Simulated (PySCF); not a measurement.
**Electron correlation in P²⁺ (phosphorus, charge +2)**

[Ne] 3s2 3p1, 2P determinant. Calculation: PySCF 2.14, in aug-cc-pVDZ-DK; scalar relativity by spin-free X2C-1e. Frozen: [Ne]; 3 electrons correlated.

MP2 pair energies summed by pair of shells (mhartree):

```
 pair  energy  share (%)
3s-3s  -22.38       58.0
3s-3p  -16.19       42.0
```

Total MP2 correlation energy: -38.57 mhartree.

Same-spin part -2.33 and opposite-spin part -36.24 mhartree; SCS-MP2 scales them by 1/3 and 6/5 to -44.27 mhartree.

```
  level  correlation energy (mhartree)
   CCSD                         -58.13
    (T)                          -0.62
CCSD(T)                         -58.75
```

Diagnostics: T1 = 0.010, D1 = 0.0242, largest double amplitude 0.110.

Task: Is a single reference adequate?

Result: Mostly. T1 lies below 0.03, but a double amplitude of this size points to a near-degeneracy that CCSD handles and MP2 describes poorly.
